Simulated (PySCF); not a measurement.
Worked example: oscillator strength and radiative lifetime

Mo(O)(NH)(NH2)(SH) (H4MoN2OS), SMILES [NH]=[Mo]([NH2])(=[O])[SH], multiplicity 1.

Coordinates come from a B3LYP-D3(BJ)/def2-SVP optimisation. The spin state was assumed, not searched. The structure was generated by enumeration; whether it is a known compound was not checked. The def2 effective core potentials stand for the cores of Mo; spin–orbit coupling is left out. The values are those of a single conformer.

TDDFT-B3LYP/def2-SVPD run with PySCF puts the first singlet state with f over 0.02 at 4.05 eV (vertical), with the transition dipole (0.428, 0.557, -0.341) in atomic units.

Q: Find the oscillator strength, the wavelength and the radiative lifetime that this transition would have in vacuum if emission retraced absorption.

A: 
|μ|² = 0.6097 au, so |μ| = 1.98 D. ΔE = 4.05/27.211 = 0.1488 hartree. f = (2/3) ΔE |μ|² = 0.060 (the program prints 0.060).
λ = 1239.84/4.05 = 306 nm; ν = 32665 cm⁻¹.
Einstein's coefficient A = 0.6670 ν² f s⁻¹ (ν in cm⁻¹) = 4.3e7 s⁻¹, so τ = 1/A = 23 ns. This state is S2; the lower singlet has f = 0.005. The figure is the radiative limit of this one transition; relaxation, internal conversion, crossing to triplets and a medium change what is measured.
